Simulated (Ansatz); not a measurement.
tellurium atom (Te), triplet (all electrons, no relativity). Base run: PBE0/STO-3G in Ansatz (a program for electronic structure).

Input for Ansatz:
Ansatz 0.2 input:
```yaml
crystal:
  periodic: [false, false, false]
  atoms:
    - {symbol: Te, position_ang: [0.00000000, 0.00000000, 0.00000000]}
basis:
  gaussian:
    orbitals: STO-3G
hamiltonian:
  xc: pbe0
magnetization: {spin_polarized: true, initial_magnetization: 2}
```

The base run was repeated with changes; each row names its change, and settings that it needs were set with it.

```tsv
change	basis functions	E (Eh)
base	27	-6548.90913
basis = x2c-TZVPall; relativity = spin-free X2C; nucleus = Gaussian	60	-6793.33929
basis = x2c-SVPall; relativity = none	36	-6442.72144
basis = x2c-SVPall; relativity = spin-free X2C; nucleus = Gaussian	36	-6792.59854
basis = ANO-RCC-VDZP; relativity = spin-free X2C; nucleus = Gaussian	43	-6793.14533
basis = x2c-TZVPall; relativity = spin-free X2C	60	-6793.52339
basis = ANO-RCC-VDZP; relativity = none	43	-6397.05287
basis = x2c-TZVPall; relativity = none	60	-6474.16183
basis = ANO-RCC-VDZP; relativity = spin-free X2C	43	-6793.36261
basis = x2c-SVPall; relativity = spin-free X2C	36	-6792.76138
```

Totals shift with the method and basis; they matter in differences.

Ansatz warned in this series: the basis is contracted for relativity, which the run leaves out.

Basis sets contracted for a relativistic Hamiltonian are a mismatch without it, so the rows without relativity aren't non-relativistic limits. No row has spin-orbit coupling; sets with core potentials leave out the core electrons.
